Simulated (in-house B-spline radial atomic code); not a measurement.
Ionising I IV (I3+) with different functionals

Computed with a B-spline radial code for spherical atoms: non-relativistic Hamiltonian, point nucleus, spin-polarised at highest spin, spherical fractional occupations for the functionals, and exact exchange of hybrids averaged over the configuration. The ionisation energy is the difference of two self-consistent energies, [Kr] 4d10 5s2 5p2 → [Kr] 4d10 5s2 5p1, without Breit or QED terms; ε is the level of the shell that loses the electron (its least bound occupied spin orbital). There is no spin-orbit coupling in this Hamiltonian.

| method | rung | ΔSCF (eV) | -ε(5p) (eV) |
| --- | --- | --- | --- |
| PBE0 | global hybrid | 39.97 | 36.33 |
| B3LYP | global hybrid | 39.96 | 35.98 |
| TPSSh | global hybrid | 39.96 | 35.58 |
| M06-2X | global hybrid | 40.09 | 37.96 |
| BHandHLYP | global hybrid | 39.83 | 37.43 |
| r2SCAN0 | global hybrid | 40.16 | 36.60 |
| B97-1 | global hybrid | 39.79 | 35.96 |
| HSE06 | range-separated hybrid | 39.93 | 35.87 |
| wB97X | range-separated hybrid | 39.69 | 38.57 |
| CAM-B3LYP | range-separated hybrid | 39.98 | 37.69 |
| LC-wPBE | range-separated hybrid | 40.07 | 39.29 |

Q: Among the functionals, which spreads more, the ΔSCF values or the orbital energies?

A: The orbital energies: ΔSCF values span about 0.48 eV and the orbital energies 3.71 eV; here energy differences depend much less on the functional than eigenvalues do.

Q: How do they compare with the NIST value?

A: NIST lists 40.36 eV ± 0.025 (measured, ground level to ground level). Errors run from -0.67 to -0.19 eV; r2SCAN0 is closest (-0.19 eV), but part of that can be cancellation, since the calculations leave out relativity, Breit-QED terms, multiplet and fine-structure energies.
